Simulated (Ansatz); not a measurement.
`[SiH3][CH](S)[SbH2]` + H₂ → `S[CH2][SbH2]` + SiH₄  (hydrogenolysis of a C–Si bond)

Program: Ansatz. Geometries: PBE0-D4/def2-TZVP. ΔE: electronic, gas phase. CBS: MP2 limit from def2 TZ/QZ plus the TZ coupled-cluster correction, frozen cores. This one scheme is used for every species. DFT in def2-TZVPP. B3LYP here is the variant with VWN-RPA as its local correlation; programs differ in this. HSE06 is defined as in plane-wave codes. def2 core potentials past Kr. For Sb outer-core shells are correlated without core-valence functions, which leaves a few kJ/mol of doubt a bond. Each species was taken in one conformer, which may not be the lowest.

CCSD(T)/CBS gives -14.5 kJ/mol.

Another level gave -28.1 kJ/mol. Which?
A. B3LYP/def2-TZVPP
B. HSE06/def2-TZVPP
C. revPBE-D4/def2-TZVPP
D. r2SCAN/def2-TZVPP

B. HSE06 -28.1, r2SCAN -19.9, revPBE-D4 -9.9, B3LYP -39.5 kJ/mol.

Largest T1 diagnostic among the species: 0.013.

The D4 term adds +18.6 kJ/mol with B3LYP and +10.1 kJ/mol with PBE0; it sums over pairs of atoms, weighted by their polarisabilities, and B3LYP, whose exchange is more repulsive, gets the larger term. Leaving LDA and LC-ωPBE aside and taking each functional with its dispersion term where it has one, the values, not all of them listed here, spread over 18.8 kJ/mol, from B2PLYP to revPBE-D4. LDA lies +12.2 kJ/mol from PBE without D4.
